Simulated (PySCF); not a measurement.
# A series of derivatives of [SiH3]C=CS[SiH2]Cl

Parent skeleton `[SiH3:1][CH:2]=[CH:3][S:4][SiH2:5][Cl:6]`; one hydrogen on atom 2 is replaced by X. Hydrogens on one atom are averaged.

[PySCF 2.14.0 with density-fitted response routines: geometry: GFN2-xTB; shieldings: GIAO PBE0/pcSseg-1; in vacuum; one computed conformer; relativity neglected; fast rotation and ring inversion assumed for equivalent nuclei]

References, each an isolated molecule treated in the same way: TMS for ²⁹Si (σ = 349.16 ppm), ¹³C (σ = 186.93 ppm), ¹H (σ = 31.72 ppm); ³³S (σ = 503.73 ppm) vs CS2; HCl for ³⁵Cl (σ = 949.78 ppm).

Parent (X = H): Si1 -89.6, C2 126.7, C3 144.5, S4 -55.3, Si5 -5.4, Cl6 -50.4, H(Si1) 4.20, H(C3) 6.64, H(Si5) 5.78 ppm. Effects are Δδ = δ(X) − δ(H), positive for deshielding.

Question: Order these by the shift of Cl6, most shielded first.
A. X = SSiH3
B. X = CCl3
C. X = propynyl

Answer: C (+0.8 ppm), B (+2.6 ppm), A (+18.9 ppm).

Question: Order these by the shift of C2, most shielded first.
A. X = SSiH3
B. X = propynyl
C. X = iPr
D. X = ethynyl

Answer: D (-6.8 ppm), B (-3.9 ppm), A (+17.6 ppm), C (+26.3 ppm).
